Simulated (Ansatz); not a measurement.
`[OH][Zr]([OH])([OH])[Br]` + H–F → `[OH][Zr]([OH])([OH])[F]` + HBr  (ligand exchange at a Zr–Br bond)

Computed with Ansatz on PBE0-D4/def2-TZVP structures; ΔE is electronic, products minus reactants. CBS: MP2 limit from def2 TZ/QZ plus the TZ coupled-cluster correction, frozen cores. This one scheme is used for every species. DFT in def2-TZVPP. B3LYP here is the variant with VWN-RPA as its local correlation; programs differ in this. def2 core potentials past Kr. For Br, Zr outer-core shells are correlated without core-valence functions, which leaves a few kJ/mol of doubt a bond. Scalar relativity is left out up to krypton. One conformer a species, not always the lowest.

(1) Is it downhill or uphill in electronic energy at CCSD(T)/CBS, and by how much? (Estimate.)

(2) What do these levels give: PBE-D4, BLYP-D4, B3LYP-D4, ωB97X-V, revPBE, B3LYP, r2SCAN0, BHLYP, MP2/def2-SVP, CCSD/def2-SVP, HF/def2-TZVPP, HF/def2-QZVPP? (Best estimate.)

Largest T1 diagnostic among the species: 0.017.

Answers

(1) Computed: Nearly level: ΔE = -0.02 eV.

(2) The calculation gave: PBE-D4 -0.13, BLYP-D4 -0.21, B3LYP-D4 -0.13, ωB97X-V -0.16, revPBE -0.18, B3LYP -0.19, r2SCAN0 -0.06, BHLYP -0.13, MP2/def2-SVP -0.18, CCSD/def2-SVP -0.27, HF/def2-TZVPP -0.06, HF/def2-QZVPP -0.07 eV.

At CCSD(T), def2-SVP lies −0.23 eV from the extrapolated value and def2-TZVPP −0.01 eV. From PBE to PBE0 (25 % exact exchange), in def2-TZVPP and without D4, ΔE moves by +0.09 eV. The D4 term adds +0.06 eV with B3LYP and +0.03 eV with PBE0; it sums over pairs of atoms, weighted by their polarisabilities, and B3LYP, whose exchange is more repulsive, gets the larger term.
